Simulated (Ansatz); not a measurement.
Ti5O17H14, a hydroxylated oxide cluster. The state is a singlet with charge 0. Geometry PBE-D4/def2-SVP.

```xyz
36

Ti    0.6434    2.5390    1.4814
Ti    1.8497   -0.2978    0.2941
Ti    1.2141    2.1316   -1.7703
Ti   -2.5201   -0.0916    0.2542
Ti    0.1403   -2.8109   -0.3741
O    -4.2559    0.1564    0.6648
O    -1.9732    1.1741   -0.9192
O    -1.5307   -0.0013    1.7666
O    -0.9283    2.4312    2.4702
O     1.6863    3.8848    2.0514
O    -0.5217   -3.2982   -1.9685
O    -2.2037   -1.7652   -0.4119
O     0.6589   -0.9721   -1.0892
O    -1.0174   -3.7542    0.7566
O     0.5904   -1.5918    1.2155
O     0.2141    2.7278   -0.3088
O     0.0824    1.0550   -2.7552
O     1.4860    0.9953    1.6252
O     2.0221    3.4194   -2.7395
O     1.8134   -3.5828   -0.3064
O     2.3478    1.0257   -0.9900
O     3.2600   -1.3541    0.4727
H    -4.8984    0.7340    0.2176
H    -1.3642    1.9184   -0.6468
H    -1.4137    0.8633    2.2714
H    -1.2481    3.0602    3.1399
H     2.5755    3.8407    2.4457
H    -1.3281   -2.8997   -2.3468
H    -2.2476   -2.5939    0.1469
H     0.5545   -0.4951   -1.9605
H    -0.7832   -3.6855    1.7024
H    -0.1637   -1.0549    1.5977
H    -0.8367    0.9894   -2.3810
H     2.9630    3.6604   -2.7977
H     2.1255   -4.0511   -1.1044
H     3.0075   -2.3066    0.2958
```

The 6-31G sets use Cartesian d functions. B3LYP takes the VWN-RPA correlation. Single mean-field runs in def2-SVP, def2-TZVP are fitted with def2-universal-jkfit.

Q: Estimate the orbital energies around the gap (eV) in Ansatz with HF/def2-TZVP, PBE-D4/def2-SVP, PBE-D4/def2-TZVP, BLYP-D4/def2-TZVP, B3LYP-D4/6-31G.

A: 
```json
{"orbital": "HOMO−9", "HF/def2-TZVP": "-13.84", "PBE-D4/def2-SVP": "-7.41", "PBE-D4/def2-TZVP": "-7.76", "BLYP-D4/def2-TZVP": "-7.66", "B3LYP-D4/6-31G": "-9.06"}
{"orbital": "HOMO−8", "HF/def2-TZVP": "-13.77", "PBE-D4/def2-SVP": "-7.33", "PBE-D4/def2-TZVP": "-7.67", "BLYP-D4/def2-TZVP": "-7.57", "B3LYP-D4/6-31G": "-8.96"}
{"orbital": "HOMO−7", "HF/def2-TZVP": "-13.59", "PBE-D4/def2-SVP": "-7.31", "PBE-D4/def2-TZVP": "-7.66", "BLYP-D4/def2-TZVP": "-7.56", "B3LYP-D4/6-31G": "-8.90"}
{"orbital": "HOMO−6", "HF/def2-TZVP": "-13.53", "PBE-D4/def2-SVP": "-7.26", "PBE-D4/def2-TZVP": "-7.59", "BLYP-D4/def2-TZVP": "-7.49", "B3LYP-D4/6-31G": "-8.87"}
{"orbital": "HOMO−5", "HF/def2-TZVP": "-13.44", "PBE-D4/def2-SVP": "-7.17", "PBE-D4/def2-TZVP": "-7.51", "BLYP-D4/def2-TZVP": "-7.41", "B3LYP-D4/6-31G": "-8.75"}
{"orbital": "HOMO−4", "HF/def2-TZVP": "-13.40", "PBE-D4/def2-SVP": "-7.14", "PBE-D4/def2-TZVP": "-7.49", "BLYP-D4/def2-TZVP": "-7.39", "B3LYP-D4/6-31G": "-8.70"}
{"orbital": "HOMO−3", "HF/def2-TZVP": "-13.34", "PBE-D4/def2-SVP": "-7.06", "PBE-D4/def2-TZVP": "-7.41", "BLYP-D4/def2-TZVP": "-7.31", "B3LYP-D4/6-31G": "-8.65"}
{"orbital": "HOMO−2", "HF/def2-TZVP": "-13.25", "PBE-D4/def2-SVP": "-6.87", "PBE-D4/def2-TZVP": "-7.21", "BLYP-D4/def2-TZVP": "-7.11", "B3LYP-D4/6-31G": "-8.47"}
{"orbital": "HOMO−1", "HF/def2-TZVP": "-13.01", "PBE-D4/def2-SVP": "-6.84", "PBE-D4/def2-TZVP": "-7.18", "BLYP-D4/def2-TZVP": "-7.08", "B3LYP-D4/6-31G": "-8.40"}
{"orbital": "HOMO", "HF/def2-TZVP": "-12.87", "PBE-D4/def2-SVP": "-6.75", "PBE-D4/def2-TZVP": "-7.10", "BLYP-D4/def2-TZVP": "-7.00", "B3LYP-D4/6-31G": "-8.29"}
{"orbital": "LUMO", "HF/def2-TZVP": "1.54", "PBE-D4/def2-SVP": "-3.24", "PBE-D4/def2-TZVP": "-3.45", "BLYP-D4/def2-TZVP": "-3.37", "B3LYP-D4/6-31G": "-2.95"}
{"orbital": "LUMO+1", "HF/def2-TZVP": "1.81", "PBE-D4/def2-SVP": "-2.84", "PBE-D4/def2-TZVP": "-3.07", "BLYP-D4/def2-TZVP": "-2.99", "B3LYP-D4/6-31G": "-2.57"}
{"orbital": "LUMO+2", "HF/def2-TZVP": "2.01", "PBE-D4/def2-SVP": "-2.79", "PBE-D4/def2-TZVP": "-3.04", "BLYP-D4/def2-TZVP": "-2.96", "B3LYP-D4/6-31G": "-2.53"}
{"orbital": "LUMO+3", "HF/def2-TZVP": "2.08", "PBE-D4/def2-SVP": "-2.64", "PBE-D4/def2-TZVP": "-2.89", "BLYP-D4/def2-TZVP": "-2.82", "B3LYP-D4/6-31G": "-2.29"}
{"orbital": "LUMO+4", "HF/def2-TZVP": "2.27", "PBE-D4/def2-SVP": "-2.56", "PBE-D4/def2-TZVP": "-2.82", "BLYP-D4/def2-TZVP": "-2.75", "B3LYP-D4/6-31G": "-2.25"}
{"orbital": "LUMO+5", "HF/def2-TZVP": "2.29", "PBE-D4/def2-SVP": "-2.50", "PBE-D4/def2-TZVP": "-2.76", "BLYP-D4/def2-TZVP": "-2.69", "B3LYP-D4/6-31G": "-2.25"}
```
